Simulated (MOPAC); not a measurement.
Input for MOPAC: PM3 on BrHSi (SMILES [SiH]Br), a point of a bond scan (R = 4.115 Å).

```
PM3 1SCF PRECISE CHARGE=0 THREADS=1
BrHSi

Si    -0.89669569 1    -0.76104712 1     1.06218335 1
H     -3.58540907 1    -2.02529944 1    -1.78473969 1
Br     0.41275014 1     0.33954138 1    -0.42509526 1
```

Output:

```
*******************************************************************************
 **                                                                           **
 **                              MOPAC v23.2.5                                **
 **                                                                           **
 *******************************************************************************
 ** MOPAC's Digital Object Identifier: https://doi.org/10.5281/zenodo.6511958 **
 **                                                                           **
 ** Please cite the open-source release paper for use of this MOPAC version:  **
 ** J. E. Moussa and J. J. P. Stewart (2026)                                  **
 ** MOPAC: An open-source semiempirical molecular orbital program             **
 ** J. Open Source Softw., 11(119), 8025, https://doi.org/10.21105/joss.08025 **
 *******************************************************************************

                              PM3 CALCULATION RESULTS

 *******************************************************************************
 *  PM3        - The PM3 Hamiltonian to be used
 *
 *
 *
 *                 CHARGE ON SYSTEM = 0
 *
 *
 *
 *  PRECISE    - TIGHTER CRITERIA TO BE USED
 *  1SCF       - DO 1 SCF AND THEN STOP
 *  THREADS=1  - MULTI-THREADING NOT USED
 *  T=         - A TIME OF 172800.0 SECONDS REQUESTED
 *  DUMP=N     - RESTART FILE WRITTEN EVERY 7200.0 SECONDS REQUESTED
 *******************************************************************************
PM3 1SCF PRECISE CHARGE=0 THREADS=1
 BrHSi

   ATOM   CHEMICAL          X               Y               Z
  NUMBER   SYMBOL      (ANGSTROMS)     (ANGSTROMS)     (ANGSTROMS)

     1      Si         -0.89669569  *  -0.76104712  *   1.06218335  *
     2       H         -3.58540907  *  -2.02529944  *  -1.78473969  *
     3      Br          0.41275014  *   0.33954138  *  -0.42509526  *



          CARTESIAN COORDINATES

    NO.       ATOM           X           Y           Z

     1        Si         -0.8967     -0.7610      1.0622
     2         H         -3.5854     -2.0253     -1.7847
     3        Br          0.4128      0.3395     -0.4251

  H: (PM3): J. J. P. STEWART, J. COMP. CHEM. 10, 209 (1989).
 Si: (PM3): J. J. P. STEWART, J. COMP. CHEM. 10, 209 (1989).
 Br: (PM3): J. J. P. STEWART, J. COMP. CHEM. 10, 209 (1989).

           Empirical Formula: H Si Br  =     3 atoms



      MOLECULAR POINT GROUP   :   Cs


      RHF CALCULATION, NO. OF DOUBLY OCCUPIED LEVELS = 6



 ALL CONVERGERS ARE NOW FORCED ON
 SHIFT=10, PULAY ON, CAMP-KING ON
 AND ITERATION COUNTER RESET



 -------------------------------------------------------------------------------
 PM3 1SCF PRECISE CHARGE=0 THREADS=1
 BrHSi



     1SCF WAS SPECIFIED, SO BFGS WAS NOT USED
     SCF FIELD WAS ACHIEVED


                              PM3 CALCULATION
                                                       MOPAC v23.2.5 Linux




          FINAL HEAT OF FORMATION =        171.49546 KCAL/MOL =     717.53700 KJ/MOL


          COSMO AREA              =        118.48 SQUARE ANGSTROMS
          COSMO VOLUME            =        100.77 CUBIC ANGSTROMS

          IONIZATION POTENTIAL    =          6.302139 EV
          HOMO LUMO ENERGIES (EV) =         -6.302 -2.900
          NO. OF FILLED LEVELS    =          6
          MOLECULAR WEIGHT        =        108.9974         POINT GROUP:  Cs

          MOLECULAR DIMENSIONS (Angstroms)

            Atom       Atom       Distance
           Br     3    H     2     4.84008
            H     2   Si     1     1.92199
           Br     3    H     2     0.00000


          SCF CALCULATIONS        =          1





   ATOM   CHEMICAL          X               Y               Z
  NUMBER   SYMBOL      (ANGSTROMS)     (ANGSTROMS)     (ANGSTROMS)

     1      Si         -0.89669569  *  -0.76104712  *   1.06218335  *
     2       H         -3.58540907  *  -2.02529944  *  -1.78473969  *
     3      Br          0.41275014  *   0.33954138  *  -0.42509526  *

                             CARTESIAN COORDINATES

   1   Si       -0.896695690    -0.761047120     1.062183350
   2    H       -3.585409070    -2.025299440    -1.784739690
   3   Br        0.412750140     0.339541380    -0.425095260


           Empirical Formula: H Si Br  =     3 atoms



      MOLECULAR POINT GROUP   :   Cs


                  EIGENVALUES
 -18.81541 -14.28042 -12.21454 -12.21448 -10.64423  -6.30214  -2.90027  -2.51241
  -1.15862


              NET ATOMIC CHARGES AND DIPOLE CONTRIBUTIONS

  ATOM NO.   TYPE          CHARGE      No. of ELECS.   s-Pop       p-Pop
    1         Si           0.619376        3.3806     1.94620     1.43443
    2          H          -0.218362        1.2184     1.21836
    3         Br          -0.401014        7.4010     1.88026     5.52075
 DIPOLE           X         Y         Z       TOTAL
 POINT-CHG.     0.298    -0.794     5.851     5.912
 HYBRID         0.568     0.597    -1.351     1.582
 SUM            0.866    -0.197     4.500     4.587


          ATOMIC ORBITAL ELECTRON POPULATIONS

     Atom    s        px        py        pz
    1 Si   1.94620   0.49398   0.24009   0.70035
    2  H   1.21836
    3 Br   1.88026   1.84050   1.85161   1.82865

 **********************
 *                    *
 * JOB ENDED NORMALLY *
 *                    *
 **********************




 == MOPAC DONE ==
```

The run finished.

Cost: very roughly 0.05 core-seconds.
